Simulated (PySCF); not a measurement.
**Peak assignment**

Numbering as in the mapped SMILES `[CH3:1][C:2](=[O:3])/[CH:4]=[C:5](/[Cl:6])[O:7][CH2:8][F:9]`; H(Xn) means a hydrogen on atom n.

PySCF 2.14 calculation with σ from GIAO-PBE0/pcSseg-1 and GFN2-xTB geometry; averaged over atoms made equivalent by symmetry, fast rotation or ring inversion, in vacuum, one computed conformer, non-relativistic Hamiltonian.

Scale: $^{13}$C, $^{1}$H against TMS (reference shieldings calculated alike).

(1) Assign these signals to the numbered atoms. $^{13}$C{$^{1}$H} NMR (computed): δ 195.5 (C), 160.6 (C), 116.4 (CH), 106.2 (CH2), 34.4 (CH3).

(2) Assign these signals to the numbered atoms. $^{1}$H NMR (500 MHz, computed): δ 6.17 (m, 2H), 5.57 (s, 1H), 2.38 (s, 3H).

Answers

(1) 
| δ (ppm) | atoms | environment | reason |
| --- | --- | --- | --- |
| 195.5 | C2 | ketone carbonyl carbon | low-lying n→π* states of the double bond to the heteroatom give a large paramagnetic term (-256 ppm) |
| 160.6 | C5 | alkene carbon bearing oxygen | an sp2 carbon further deshielded by the attached heteroatom |
| 116.4 | C4 | β carbon of an enol-ether or enamine type C=C | – |
| 106.2 | C8 | sp3 CH2 bonded to F and O | 2 electronegative neighbours deshield it |
| 34.4 | C1 | methyl carbon α to a carbonyl | the adjacent C=O deshields it moderately |

(2) 
| δ (ppm) | atoms | environment | reason |
| --- | --- | --- | --- |
| 6.17 | H(C8) | hydrogen on an sp3 CH2 bonded to F and O | its carbon carries F and O, which withdraws density |
| 5.57 | H(C4) | hydrogen on a β carbon of an enol-ether or enamine type C=C | a vinylic proton, deshielded by the sp2 carbon and the C=C anisotropy |
| 2.38 | H(C1) | hydrogen on a methyl carbon α to a carbonyl | α to C=O |

Carbons that carry Cl, above all several Cl atoms, come out too deshielded, partly because spin–orbit coupling is missing. Splittings by $^{19}$F in the carbon and heteronuclear signals aren't shown, as no couplings were computed. Shifts are as computed. Against solution values, carbons near 30 ppm lie about +3 ppm off and those near 130 ppm about +5 ppm; carbons on Cl a further +6 ppm. Of 1211 compounds with measured shifts, 218 miss one by over three times the rms of a fit or turn the order of signals round; such compounds aren't used in these exercises. No couplings were computed; multiplicities are counted from neighbouring protons, with m where these are inequivalent, close in shift, in a saturated or five-membered ring or joined by F or P, and br s for small geminal =CH2 splittings.
